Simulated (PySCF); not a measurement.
Atom-mapped SMILES (the numbers label the heavy atoms): `[CH3:1][C:2]([CH3:3])([CH3:4])[c:5]1[cH:6][p:7][cH:8][o:9]1`; H(Xn) means a hydrogen on atom n.

Single conformer, gas phase, non-relativistic Hamiltonian, fast rotation and ring inversion assumed for equivalent nuclei. NMR shieldings at PBE0/pcSseg-1/GIAO; coordinates at the PBE0-D3(BJ)/def2-SVP level; PySCF 2.14.

δ = σ(ref) − σ, references computed at the same level: 13C (184.41 ppm) against TMS.

Task: Do the 13C shifts follow the atomic charges (in e)? Tabulate both.

Result: 
| atoms | hybridisation | δ (ppm) | σ para (ppm) | Hirshfeld | IAO | Mulliken | ESP-fitted |
| --- | --- | --- | --- | --- | --- | --- | --- |
| C8 | sp2 | 186.8 | -260 | -0.05 | -0.22 | -0.15 | -0.06 |
| C5 | sp2 | 176.3 | -252 | +0.08 | +0.18 | +0.37 | -0.03 |
| C6 | sp2 | 121.1 | -198 | -0.15 | -0.43 | -0.47 | -0.14 |
| C2 | sp3 | 35.2 | -92 | +0.02 | +0.04 | -0.59 | +0.48 |
| C1/C3/C4 | sp3 | 30.5 | -94 | -0.12 | -0.41 | -0.16 | -0.48 |

Correlation coefficients of δ with charge over these carbons: Hirshfeld +0.26, IAO +0.24, Mulliken +0.58, ESP-fitted -0.06; with the paramagnetic shielding -1.00. With so few points, grouped by hybridisation, these coefficients are fragile. Charge is one influence among several: hybridisation and low-lying excitations act through the paramagnetic term.

Shifts are as computed. Against solution values, carbons near 30 ppm lie about +2 ppm off and those near 130 ppm about +5 ppm. Of 1211 compounds with measured shifts, 218 miss one by over three times the rms of a fit or turn the order of signals round; such compounds aren't used in these exercises.
